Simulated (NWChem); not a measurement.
MgH4O2Cl2; SMILES [OH2]->[Mg]([Cl])([Cl])<-[OH2]

Q: Give the equilibrium geometry at PBE0/def2-SVP (NWChem) as a Z-matrix, with the point group.

A: point group Cs; any orientation.
```
Mg
O 1 2.0667
H 2 0.9660 1 116.74
H 2 0.9662 3 108.12 1 133.15
O 1 2.0671 2 110.32 3 -115.79
H 5 0.9661 1 116.60 2 115.87
H 5 0.9662 6 108.12 1 -133.08
Cl 1 2.2599 2 99.70 3 -11.68
Cl 1 2.2610 2 99.15 3 140.75
```
